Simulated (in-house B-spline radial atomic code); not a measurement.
What moves the levels of Cs II (Cs+) ([Kr] 4d10 5s2 5p6)? Level of theory: Dirac-Hartree-Fock, average of configuration, Fermi nucleus of rms radius 4.7832 fm; calculated with a radial B-spline atomic code at the basis-set limit.

Baseline run (computed): total energy -7786.6487 hartree, 1s1/2 at -1330.12 hartree, 5p3/2 at -22.867 eV with <r> = 2.107 bohr.

Changing the nucleus:

| nucleus | ΔE (eV) |
| --- | --- |
| Fermi nucleus of rms radius 4.7896 fm, A = 119 | 0.0196 |
| Fermi nucleus of rms radius 4.7915 fm, A = 120 | 0.0254 |
| Fermi nucleus of rms radius 4.7769 fm, A = 121 | -0.0192 |
| Fermi nucleus of rms radius 4.7773 fm, A = 122 | -0.018 |
| Fermi nucleus of rms radius 4.782 fm, A = 123 | -0.00367 |
| Fermi nucleus of rms radius 4.7828 fm, A = 124 | -0.00122 |
| Fermi nucleus of rms radius 4.788 fm, A = 125 | 0.0147 |
| Fermi nucleus of rms radius 4.7872 fm, A = 126 | 0.0122 |
| Fermi nucleus of rms radius 4.7936 fm, A = 127 | 0.0318 |
| Fermi nucleus of rms radius 4.7921 fm, A = 128 | 0.0272 |
| Fermi nucleus of rms radius 4.7981 fm, A = 129 | 0.0456 |
| Fermi nucleus of rms radius 4.7992 fm, A = 130 | 0.0489 |
| Fermi nucleus of rms radius 4.8026 fm, A = 131 | 0.0594 |
| Fermi nucleus of rms radius 4.8002 fm, A = 132 | 0.052 |
| Fermi nucleus of rms radius 4.8041 fm, A = 133 | 0.064 |
| Fermi nucleus of rms radius 4.8031 fm, A = 134 | 0.0609 |
| Fermi nucleus of rms radius 4.8067 fm, A = 135 | 0.0719 |
| Fermi nucleus of rms radius 4.8059 fm, A = 136 | 0.0695 |
| Fermi nucleus of rms radius 4.8128 fm, A = 137 | 0.0906 |
| Fermi nucleus of rms radius 4.8255 fm, A = 138 | 0.13 |
| Fermi nucleus of rms radius 4.8422 fm, A = 139 | 0.181 |
| Fermi nucleus of rms radius 4.8554 fm, A = 140 | 0.222 |
| Fermi nucleus of rms radius 4.8689 fm, A = 141 | 0.264 |
| Fermi nucleus of rms radius 4.8825 fm, A = 142 | 0.306 |
| Fermi nucleus of rms radius 4.8965 fm, A = 143 | 0.349 |
| Fermi nucleus of rms radius 4.9055 fm, A = 144 | 0.377 |
| Fermi nucleus of rms radius 4.9188 fm, A = 145 | 0.419 |
| Fermi nucleus of rms radius 4.9281 fm, A = 146 | 0.448 |

A larger nucleus binds the electrons less, roughly as the density at the nucleus times the change of the nuclear <r²>. The reference is A = 118.
